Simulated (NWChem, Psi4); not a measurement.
# The same job for NWChem

This Psi4 1.11 job computes GeO (SMILES [O]=[Ge]):

geo.dat:
```
memory 1.6 GB

molecule system {
  0 1
  O      0.000000     0.000000    -0.023040
  Ge     0.000000     0.000000     1.599530
  symmetry c1
}

set globals {
  puream true
  e_convergence 1e-09
  d_convergence 1e-08
  scf_type pk
  dft_radial_points 99
  dft_spherical_points 590
}

e_tot, wfn = energy('r2scan/cc-pVTZ', return_wfn=True)
oeprop(wfn, 'MULLIKEN_CHARGES', 'QUADRUPOLE', 'MAYER_INDICES', title='R2SCAN')
```

```bash
$ psi4 -n 1 geo.dat geo.out
```

The coordinates come from a PBE0-D4/def2-TZVP relaxation.

It gives a total energy of -2152.250769 Eh.

Q: Write the same calculation for NWChem 7.3.0 as an ASE script, asking for the gradient.

A: For example:

run.py:
```python
from ase import Atoms
from ase.calculators.nwchem import NWChem

molecule = Atoms(['O', 'Ge'], positions=[
    [-0.000000, -0.000000, -0.023040],
    [0.000000, 0.000000, 1.599530],
])

calc = NWChem(
    label='mymol',
    theory='dft',
    memory='2200 mb',
    basis='cc-pVTZ',
    basispar='spherical bse',
    dft={'xc': 'r2scan', 'mult': '1', 'grid': 'xfine', 'convergence': 'energy 1e-08', 'iterations': '100', 'mulliken': None},
)
molecule.calc = calc

forces = molecule.get_forces()
print("Total energy (eV):", round(molecule.get_potential_energy(), 6))
print("forces (eV/A):")
for s, f in zip(molecule.symbols, forces):
    print(f"{s:2s} {f[0]:10.5f} {f[1]:10.5f} {f[2]:10.5f}")
print("dipole (e A):", molecule.get_dipole_moment().round(4))
```

```bash
$ export ASE_NWCHEM_COMMAND="nwchem PREFIX.nwi > PREFIX.nwo"
$ python run.py
```

Its energy is -2152.250980 Eh, 0.211 mEh from the first; the two runs seem to have found different solutions.
